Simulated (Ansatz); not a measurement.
(MgTe)n: PBE-D4/def2-SVP single points in Ansatz on relaxed structures, gas phase. Each cluster is the lowest isomer that a short search found in that spin, judged at the geometry's level, and lower ones may exist. Core potentials for Te, no spin–orbit coupling. Binding counts from free atoms in the multiplicity of their measured ground term, without zero-point energy. Singlets are spin-restricted. The structures are stationary points that may keep the symmetry of their start.

```csv
species,atoms,state,geometry,HOMO (eV),LUMO (eV),gap (eV),binding per atom (eV),point group (within 0.1 Å)
(MgTe)2 ring (Mg2Te2),4,singlet,PBE-D4/def2-SVP,-4.78,-3.33,1.45,1.89,D2h
Mg3Te3,6,singlet,PBE0-D4/def2-SVP,-5.29,-2.84,2.45,2.18,D3h
Mg4Te4,8,singlet,PBE-D4/def2-SVP,-5.52,-3.14,2.38,2.43,Td
```

The gap (eV) runs from 1.45 ((MgTe)2 ring) to 2.45 (Mg3Te3). The binding per atom (eV) runs from 1.89 ((MgTe)2 ring) to 2.43 (Mg4Te4).
